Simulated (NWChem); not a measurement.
SiHSBr, singlet; SMILES Br[Si]S

```xyz
4

Si     1.0623    -0.6326    -0.0076
Br    -0.1815     1.2563     0.0079
S     -0.5673    -2.0290    -0.0116
H      0.2502    -3.1091    -0.0207
```
Atoms are numbered in this order, from 1.

Level: PBE0/def2-SVP (NWChem), optimised geometry, unscaled harmonic frequencies. Low-valent species are run as closed-shell singlets; no triplet was tried in these runs. This build's default masses of Se (78.918 u) and Br (79.917 u) are each other's, which moves their modes by up to 0.6 %.

```
frequency (cm⁻¹)  IR intensity (km/mol)
----------------  ---------------------
150                                 0.6
404                                13.3
407                                84.0
513                                70.5
748                                11.8
2690                                0.6
```

| Property | Value |
|---|---|
| zero-point energy | 7.0 kcal/mol |
| thermal correction to the enthalpy at 298.15 K (with zero-point energy) | 10.4 kcal/mol |
| heat capacity Cv | 12.7 cal/(mol K) |
| entropy at 298.15 K and 1 atm (symmetry number 1) | 72.8 cal/(mol K) |
| dipole moment | 1.95 D |

Rigid rotor and harmonic oscillator.
